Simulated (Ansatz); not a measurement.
Calculated with Ansatz (gas phase, PBE0-D4/def2-TZVP geometries, no zero-point term in ΔE). CCSD(T)/CBS is the MP2 limit (def2-TZVPP, def2-QZVPP) plus CCSD(T) − MP2 in def2-TZVPP, frozen cores. Functionals use def2-TZVPP. B3LYP here is the variant with VWN-RPA as its local correlation; programs differ in this. For Ge outer-core shells are correlated without core-valence functions, which leaves a few kJ/mol of doubt a bond. Scalar relativity is left out up to krypton. Each species was taken in one conformer, which may not be the lowest.

Reaction (cleavage of the Si–Ge bond): `C[S][GeH2][SiH3]` + `O[Si]1(Cl)CO1` → `[SiH3]O[Si]1(Cl)CO1` + `C[S][GeH3]`

**Question.** Is it downhill or uphill in electronic energy at CCSD(T)/CBS, and by how much? (Best estimate.)

**Answer.** Computed: Downhill: ΔE = -82.2 kJ/mol.

**Question.** What do these levels give: r2SCAN-D4, B3LYP-D4, ωB97M-V, B2PLYP, PBE, r2SCAN, B3LYP, HF/def2-TZVPP, MP2/def2-TZVPP, CCSD/def2-TZVPP, HF/def2-QZVPP, MP2/CBS(def2)? (Estimate.)

**Answer.** Ansatz gave: r2SCAN-D4 -77.0, B3LYP-D4 -83.5, ωB97M-V -83.5, B2PLYP -87.0, PBE -59.9, r2SCAN -77.1, B3LYP -84.6, HF/def2-TZVPP -112.7, MP2/def2-TZVPP -85.9, CCSD/def2-TZVPP -86.5, HF/def2-QZVPP -115.9, MP2/CBS(def2) -85.7 kJ/mol.

Largest T1 diagnostic among the species: 0.012.

In def2-TZVPP, CCSD(T) changes the Hartree–Fock value by +30.2 kJ/mol (the triples alone add +4.1 kJ/mol) and MP2 by +26.8 kJ/mol. From PBE to PBE0 (25 % exact exchange), in def2-TZVPP and without D4, ΔE moves by −8.4 kJ/mol.
